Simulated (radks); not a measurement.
Ionisation of the iridium ion Ir+, [Xe] 4f14 5d7 6s1, to [Xe] 4f14 5d7 as the strength of local exchange is varied. All-electron calculation, Dirac Kohn-Sham, Slater X-alpha exchange (alpha = 2/3 is LDA exchange), no correlation, spin-unpolarised, spherical densities, point nucleus; open shells fill j = l - 1/2 first. Program: a radial shooting solver on a logarithmic mesh with Libxc functionals.

\begin{tabular}{lrrrrr}
alpha & E(Ir+) (hartree) & exchange (hartree) & IE (eV) & -e of the level emptied (eV) & <r> of it (bohr) \\ \hline
0.667 & -17839.8124 & -330.6148 & 16.651 & 12.737 (6s1/2) & 2.728 \\
0.76 & -17885.9733 & -377.7455 & 17.437 & 13.492 (6s1/2) & 2.678 \\
0.829 & -17920.3034 & -412.8760 & 18.030 & 14.065 (6s1/2) & 2.642 \\
0.855 & -17933.2574 & -426.1495 & 18.256 & 14.283 (6s1/2) & 2.629 \\
0.897 & -17954.2039 & -447.6328 & 18.623 & 14.640 (6s1/2) & 2.608 \\
0.985 & -17998.1753 & -492.8116 & 19.404 & 15.400 (6s1/2) & 2.565 \\
\end{tabular}

NIST Atomic Spectra Database: 17.0 +/- 0.3 eV (semi-empirical). The Delta-SCF value meets it near alpha = 0.71. Spin polarisation and multiplet splitting are left out, so open shells lie too high by an amount that depends on their filling.

Beside tabulated values, note that spin-unpolarised runs miss the spin-polarisation part of the exchange energy of open shells.
